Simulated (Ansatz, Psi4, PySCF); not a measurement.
CH3AlF2, charge +1, doublet, at a GFN2-xTB geometry (such geometries of metal compounds can be far from the true shape) (a state made from the parent by changing its charge; the spin is typed, not shown lowest). Base run: PBE0/def2-SVPD (PySCF).

Input for PySCF:
```python
from pyscf import gto, scf, dft

mol = gto.Mole()
mol.atom = '''
    Al    0.165827    0.133263    0.005304
    C    -1.494241   -1.159365   -0.060576
    H    -1.154082   -1.983888   -0.700429
    H    -2.282821   -0.524744   -0.485238
    H    -1.633589   -1.452510    0.988070
    F    -0.155471    1.613635   -0.578320
    F     1.475492   -0.593089    0.632998
'''
mol.basis = 'def2-svpd'
mol.charge = 1
mol.spin = 1
mol.verbose = 4
mol.build()

mf = dft.UKS(mol)
mf.xc = 'pbe0'
mf.kernel()
```

The same geometry, method and basis name were run in Ansatz (an electronic-structure program) and Psi4 and PySCF, at each program's defaults and at the settings that a row names. The base is PySCF at its defaults. Differences at the defaults can come from grids, fitting, cores and function types together.

```csv
code and settings,ΔE vs base (mEh),basis functions,E (Eh),SCF cycles
"PySCF, defaults (exact integrals, its default grid, spherical functions)",0.000,114,-481.18307,11
"Psi4, defaults (density fitting with its default set, its default grid, spherical functions)",-0.006,114,-481.18308,9
"Ansatz, defaults (factorised integrals, its default grid, spherical functions)",0.018,114,-481.18306,-
"PySCF, density fitting with def2-universal-jkfit",-0.012,114,-481.18309,11
"PySCF, fine grid",-0.005,114,-481.18308,11
"Psi4, exact integrals, spherical functions, fine grid",-0.007,114,-481.18308,12
"Ansatz, high accuracy",-0.006,114,-481.18308,-
```

Open shells are given as the SCF converged; they aren't shown to be the lowest states, and a large step between rows can be another state.
